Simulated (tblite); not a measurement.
Compound: C5H13NSeSi.
Atom-mapped SMILES: `[CH3:1][Se:2][SiH2:3]/[CH:4]=[CH:5]/[N:6]([CH3:7])[CH3:8]` (hydrogens: H9, H10, H11 on C1; H12, H13 on Si3; H14 on C4; H15 on C5; H16, H17, H18 on C7; H19, H20, H21 on C8)

Computed with GFN2-xTB (tblite), gas phase: L-BFGS steps from a force-field or distance-geometry start until the largest atomic force falls under 0.01 eV/Å.

Step 7: E = -684.4855 eV
```
atom  x, y, z in Å  |  force x, y, z in eV/Å
C1      3.2561   -0.0887   -1.1216    0.016   0.140  -0.015
Se2     2.8061   -1.8949   -0.5246   -0.029  -0.024   0.067
Si3     1.7606   -1.1531    1.4040    0.011  -0.074   0.054
C4      0.3639   -0.0286    0.9259   -0.028   0.011   0.028
C5     -0.6817   -0.4462    0.1896   -0.031  -0.009   0.013
N6     -1.7642    0.2781   -0.1807   -0.001   0.029  -0.028
C7     -1.8663    1.6591    0.2089   -0.032   0.030   0.019
C8     -2.7949   -0.3430   -0.9765   -0.009   0.017  -0.006
H9      3.8686    0.3848   -0.3548   -0.017  -0.022  -0.076
H10     3.8114   -0.1500   -2.0563   -0.068  -0.048   0.080
H11     2.3340    0.4768   -1.2636    0.086  -0.071  -0.011
H12     2.7811   -0.4097    2.1502   -0.006  -0.012  -0.013
H13     1.3401   -2.3529    2.1316    0.092  -0.012  -0.099
H14     0.3914    0.9861    1.2850   -0.032   0.109   0.034
H15    -0.7113   -1.4655   -0.1645    0.044  -0.109  -0.039
H16    -1.8729    1.7590    1.2996   -0.009  -0.026  -0.009
H17    -2.7857    2.0833   -0.1821   -0.048   0.045  -0.015
H18    -1.0230    2.2396   -0.1780    0.002  -0.012  -0.025
H19    -3.5788    0.3796   -1.1924    0.001  -0.007   0.007
H20    -2.3960   -0.7058   -1.9300    0.015   0.005   0.043
H21    -3.2473   -1.1908   -0.4496    0.044   0.041  -0.007
```

Step 8: E = -684.4876 eV
```
atom  x, y, z in Å  |  force x, y, z in eV/Å
C1      3.2564   -0.0865   -1.1219    0.010   0.030   0.008
Se2     2.8052   -1.8950   -0.5213   -0.013   0.002   0.036
Si3     1.7599   -1.1543    1.4055   -0.007  -0.011   0.030
C4      0.3636   -0.0264    0.9276   -0.043   0.005   0.021
C5     -0.6817   -0.4461    0.1903   -0.026  -0.025   0.003
N6     -1.7639    0.2790   -0.1811   -0.005   0.018  -0.028
C7     -1.8672    1.6609    0.2095   -0.022  -0.009  -0.020
C8     -2.7952   -0.3432   -0.9769    0.020   0.034   0.011
H9      3.8687    0.3846   -0.3564    0.012   0.009  -0.036
H10     3.8102   -0.1514   -2.0553   -0.041  -0.048   0.036
H11     2.3354    0.4755   -1.2640    0.024  -0.026  -0.017
H12     2.7811   -0.4104    2.1491   -0.001  -0.008  -0.002
H13     1.3434   -2.3554    2.1287    0.075  -0.037  -0.076
H14     0.3901    0.9907    1.2862   -0.032   0.032   0.012
H15    -0.7134   -1.4671   -0.1672    0.064  -0.026   0.005
H16    -1.8723    1.7571    1.3008   -0.018  -0.006  -0.031
H17    -2.7885    2.0824   -0.1839    0.004   0.043   0.017
H18    -1.0212    2.2388   -0.1790   -0.044  -0.013  -0.003
H19    -3.5783    0.3812   -1.1915    0.001  -0.026  -0.002
H20    -2.3950   -0.7065   -1.9299    0.002   0.013   0.048
H21    -3.2463   -1.1911   -0.4490    0.039   0.049  -0.012
```

Question: Estimate the geometry and energy of step 9. (The exact step hangs on the optimiser's Hessian estimate; all steps are aligned on step 8, rigid shifts and turns removed.)

Answer: E = -684.4887 eV, largest force 0.102 eV/Å
```
atom  x, y, z in Å  |  force x, y, z in eV/Å
C1      3.2567   -0.0851   -1.1219   -0.001  -0.044   0.023
Se2     2.8046   -1.8950   -0.5193   -0.003   0.019   0.019
Si3     1.7595   -1.1549    1.4067   -0.022   0.037   0.006
C4      0.3627   -0.0255    0.9288   -0.051  -0.003   0.016
C5     -0.6823   -0.4466    0.1906    0.003  -0.017   0.014
N6     -1.7637    0.2797   -0.1818   -0.001   0.009  -0.023
C7     -1.8680    1.6615    0.2094   -0.013  -0.021  -0.029
C8     -2.7951   -0.3425   -0.9769    0.024   0.032   0.013
H9      3.8690    0.3848   -0.3577    0.034   0.031  -0.005
H10     3.8089   -0.1529   -2.0542   -0.014  -0.048  -0.004
H11     2.3364    0.4745   -1.2645   -0.019   0.006  -0.019
H12     2.7811   -0.4108    2.1487    0.003  -0.005   0.005
H13     1.3462   -2.3571    2.1261    0.062  -0.060  -0.055
H14     0.3890    0.9932    1.2869   -0.033  -0.012  -0.001
H15    -0.7128   -1.4685   -0.1682    0.061   0.015   0.022
H16    -1.8725    1.7563    1.3007   -0.021   0.001  -0.030
H17    -2.7896    2.0831   -0.1843    0.017   0.037   0.024
H18    -1.0212    2.2383   -0.1796   -0.051  -0.006   0.002
H19    -3.5782    0.3813   -1.1912   -0.006  -0.020  -0.007
H20    -2.3945   -0.7065   -1.9290    0.003   0.012   0.031
H21    -3.2452   -1.1903   -0.4490    0.028   0.036  -0.003
```

The energy changes by -0.0011 eV. The first-order estimate −F·Δx gives -0.0014 eV and the mean of the old and new forces, exact on a quadratic surface, -0.0011 eV. The step makes an angle of 35° with the force vector and moves no atom by more than 0.004 Å.

What follows is the cost of the whole relaxation. Hardware: one thread of an Arm Neoverse N1, on a shared host. Cost: 2.4 s of wall time.
